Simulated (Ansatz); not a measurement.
C2H7GeN can be A, `C[CH2][Ge][NH2]`, or B, `C1[CH2][GeH2][NH]1`.

Isolated molecules relaxed with PBE0-D4/def2-TZVP in Ansatz; ΔE leaves out vibrations. CCSD(T)/CBS is the MP2 limit (def2-TZVPP, def2-QZVPP) plus CCSD(T) − MP2 in def2-TZVPP, frozen cores. Functionals use def2-TZVPP. B3LYP here is the variant with VWN-RPA as its local correlation; programs differ in this. For Ge outer-core shells are correlated without core-valence functions, which leaves a few kJ/mol of doubt a bond. Scalar relativity is left out up to krypton. One conformer a species, not always the lowest.

**Question.** Which isomer does CCSD(T)/CBS put lower? Give the gap. (Estimate.)

**Answer.** The calculation gave: A, by 89.9 kJ/mol.

**Question.** Give E(B) − E(A) in kJ/mol with LDA (SPW92), ωB97M-V, MP2/def2-TZVPP, HF/def2-TZVPP, B2PLYP, B3LYP-D4, r2SCAN-D4. (An estimate is asked.)

**Answer.** Computed: LDA (SPW92) 72.5, ωB97M-V 92.4, MP2/def2-TZVPP 74.9, HF/def2-TZVPP 87.6, B2PLYP 96.0, B3LYP-D4 107.1, r2SCAN-D4 86.7. None reverses the order clearly.

**Question.** Does the order hold for the free energy at 298.15 K (harmonic terms from PBE0-D4)? (Estimate.)

**Answer.** Ansatz gave: Yes: G(B) − G(A) = +86.8 kJ/mol, for one conformer each. Modes under 60 cm⁻¹, often nearly free rotors, make the harmonic entropy too high.

Largest T1 diagnostic: 0.013.

From r2SCAN to r2SCAN0 (25 % exact exchange), in def2-TZVPP and without D4, E(B) − E(A) moves by −6.0 kJ/mol. Leaving LDA and LC-ωPBE aside and taking each functional with its dispersion term where it has one, the values, not all of them listed here, spread over 48.7 kJ/mol, from PBE-QIDH to BLYP-D4. LDA lies −21.5 kJ/mol from PBE without D4.
